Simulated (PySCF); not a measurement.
Working out the excitation energy of In

In [Kr] 4d10 5s2 5p1 (2P) → In [Kr] 4d10 5s2 5d1 (2D). All numbers are calculated (PySCF 2.14, a scalar-relativistic core potential, in aug-cc-pVDZ-PP with ECP28MDF). Frozen: 4s2 4p6 4d10. Energies in hartree (1 hartree = 27.21139 eV):

```json
{"part": "UHF", "In (lower)": "-189.205582", "In (upper)": "-189.038805"}
{"part": "CCSD correlation", "In (lower)": "-0.038666", "In (upper)": "-0.046224"}
{"part": "(T)", "In (lower)": "-0.000481", "In (upper)": "-0.002522"}
```

What does Hartree-Fock give?

(-189.038805) − (-189.205582) = 0.166777 hartree = 4.538 eV.

What do CCSD and CCSD(T) give?

The CCSD correlation energies differ by -0.007558 hartree = -0.206 eV and the triples by -0.002041 hartree = -0.056 eV, so CCSD gives 4.332 eV and CCSD(T) 4.276 eV.

Measured between the centres of the two terms (NIST): 3.897 eV, so CCSD(T) (valence) is off by 0.379 eV.

A double-zeta basis recovers only part of the correlation energy.

The coupled-cluster amplitudes are large, so a single reference is strained.

What remains against the reference includes basis incompleteness, the frozen core and higher excitations.
